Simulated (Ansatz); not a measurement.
# A ladder of methods for KLi (Lithium Potassium)

The species is KLi (2 atoms), meant as a singlet with charge 0. As SMILES, `[Li][K]`. Geometry: the measured bond length.

```xyz
2

Li    0.0000    0.0000    0.0000
K     0.0000    0.0000    3.2700
```

Quantity: the energy change with the Li1–K2 bond stretched from 3.270 to 8.175 Å, in eV. The values are calculated.

```json
{"level": "r2SCAN0/STO-3G (restricted)", "kind": "hybrid meta-GGA", "program": "Ansatz", "value (eV)": "2.27", "less FCI/STO-3G": "+0.64"}
{"level": "wB97M-V/STO-3G (restricted)", "kind": "range-separated hybrid", "program": "Ansatz", "value (eV)": "2.91", "less FCI/STO-3G": "+1.28"}
{"level": "MP2/STO-3G (restricted)", "kind": "perturbation theory", "program": "Ansatz", "value (eV)": "1.82", "less FCI/STO-3G": "+0.19"}
{"level": "CCSD(T)/STO-3G (restricted)", "kind": "coupled cluster or CI", "program": "Ansatz", "value (eV)": "1.48", "less FCI/STO-3G": "-0.15"}
{"level": "CCSD/STO-3G (restricted)", "kind": "coupled cluster or CI", "program": "Ansatz", "value (eV)": "1.64", "less FCI/STO-3G": "+0.01"}
{"level": "CCSDT/STO-3G (restricted)", "kind": "coupled cluster or CI", "program": "Ansatz", "value (eV)": "1.63", "less FCI/STO-3G": "0.00"}
{"level": "CCSDTQ/STO-3G (restricted)", "kind": "coupled cluster or CI", "program": "Ansatz", "value (eV)": "1.63", "less FCI/STO-3G": "0.00"}
{"level": "FCI/STO-3G", "kind": "exact in the basis", "program": "Ansatz", "value (eV)": "1.63", "less FCI/STO-3G": "0.00"}
```

FCI/STO-3G is exact within its basis and frozen core, so for wave-function methods in that basis the difference is their error; functionals converge differently with the basis, so for them it is only a difference. The first shape isn't each level's own minimum. The values span 1.48 to 2.91 eV. Minimal STO sets describe s-block atoms so badly that they can place the ion below the atom. All rows use very small basis sets, so even the best lies far from the true value.
